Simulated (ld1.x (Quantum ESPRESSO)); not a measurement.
**u(r) = r·R(r): atom against pseudo-atom (sulfur)**

Columns: radius, all-electron u(r) and pseudo u(r) of the 3p shell (level -7.02 eV) of sulfur in the configuration [Ne] 3s2 3p4; PBE, non-relativistic, TM scheme, ld1.x (Quantum ESPRESSO) 7.5.

| r (bohr) | all-electron | pseudo |
| --- | --- | --- |
| 0.062 | 0.0824 | -0.0039 |
| 0.125 | 0.2083 | -0.0157 |
| 0.188 | 0.2956 | -0.0348 |
| 0.250 | 0.3293 | -0.0598 |
| 0.312 | 0.3173 | -0.0896 |
| 0.375 | 0.2701 | -0.1236 |
| 0.438 | 0.1994 | -0.1600 |
| 0.500 | 0.1162 | -0.1969 |
| 0.562 | 0.0267 | -0.2342 |
| 0.625 | -0.0657 | -0.2723 |
| 0.688 | -0.1556 | -0.3107 |
| 0.750 | -0.2394 | -0.3493 |
| 0.812 | -0.3171 | -0.3891 |
| 0.875 | -0.3888 | -0.4312 |
| 0.938 | -0.4530 | -0.4747 |
| 1.000 | -0.5089 | -0.5182 |
| 1.062 | -0.5578 | -0.5607 |
| 1.125 | -0.6003 | -0.6008 |
| 1.188 | -0.6359 | -0.6359 |
| 1.250 | -0.6646 | -0.6646 |
| 1.312 | -0.6875 | -0.6875 |
| 1.375 | -0.7052 | -0.7052 |
| 1.438 | -0.7179 | -0.7179 |
| 1.500 | -0.7259 | -0.7259 |
| 1.562 | -0.7300 | -0.7300 |
| 1.625 | -0.7307 | -0.7307 |

Task: How many radial nodes do the two functions have?

Result: The all-electron 3p function has n − l − 1 = 1; the pseudo-wave has 0, since the states of the same l below it are removed with the core.

Task: At about which radius was the pseudo-wave matched?

Result: 1.25 bohr, where the columns begin to agree (steps of 0.06 bohr).

Task: Is the pseudo-wave norm-conserving?

Result: Yes: the TM scheme keeps the norm inside the radius equal to the all-electron one, which fixes the energy derivative of the logarithmic derivative at the level.
